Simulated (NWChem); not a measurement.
GaH$_{3}$O$_{2}$; SMILES [OH][GaH][OH]

```xyz
6

Ga    -0.3364    -0.0107     0.0000
H     -1.8945    -0.0641     0.0000
O      0.6169    -1.5333     0.0000
H      1.5747    -1.3474     0.0000
O      0.7040     1.4652     0.0000
H      0.1822     2.2884     0.0000
```
Atoms are numbered in this order, from 1.

Program: NWChem. Pople sets run with spherical d functions. All runs use the structure optimised with PBE-D3(BJ)/def2-SVP. Vertical excitations in the gas phase; the lowest state need not have the same character in each row.

For level B3LYP/6-31G*, full TDDFT:

```
Quantity                                  Result
----------------------------------------  ------
lowest excitation, singlet (eV)             6.19
lowest state with f > 0.02, singlet (eV)    7.02
orbital gap (eV)                            7.30
```

Task: Estimate the same quantities for level CAM-B3LYP/6-31G*, full TDDFT.

Result: 
| Item | Result |
|---|---|
| lowest excitation, singlet (eV) | 6.58 |
| lowest state with f > 0.02, singlet (eV) | 7.31 |
| orbital gap (eV) | 10.21 |
